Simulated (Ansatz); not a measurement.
Coupled-cluster diagnostics for InF3, Ansatz.

Geometry of the singlet (PBE0-D4/def2-TZVP):

Cartesian coordinates in Å:
```
In 0.000 0.001 0.000
F 0.285 -1.170 1.493
F 0.018 -0.703 -1.785
F -0.302 1.872 0.291
```

In the def2 sets In takes a core potential; there is no spin–orbit coupling. Correlated methods freeze 7 core orbitals; core or outer-core shells of In are correlated, in sets that lack core-valence functions. In CCSD on the charge 1 doublet the largest single amplitude is 0.20, so its Hartree–Fock determinant may place the open shell otherwise than the density functionals do.

**Question.** Estimate the CCSD(T) correlation energy, the shares of MP2 and (T), T1 and the reference's ⟨S²⟩ for: charge 0, singlet, own geometry in def2-TZVPP; charge 1, doublet, vertical in def2-TZVPP; and the rough time on 4 threads of Arm Neoverse V2 on a shared host.

**Answer.** 
```csv
state,basis,correlation (eV),MP2 share (%),(T) share (%),T1,⟨S²⟩ (pure),wall time
"charge 0, singlet, own geometry",def2-TZVPP,-28.505,98.2,2.9,0.018,0.00 (0.00),18 s
"charge 1, doublet, vertical",def2-TZVPP,-26.966,96.5,3.0,0.033,0.75 (0.75),99 s
```
Customary marks for T1 are 0.02 (closed shells), 0.045 (open shells) and about 0.05 (3d metals). T1 exceeds 0.02 in 1 of 2 rows and 0.045 in 0; the higher it lies, the less the single-reference result can be trusted.
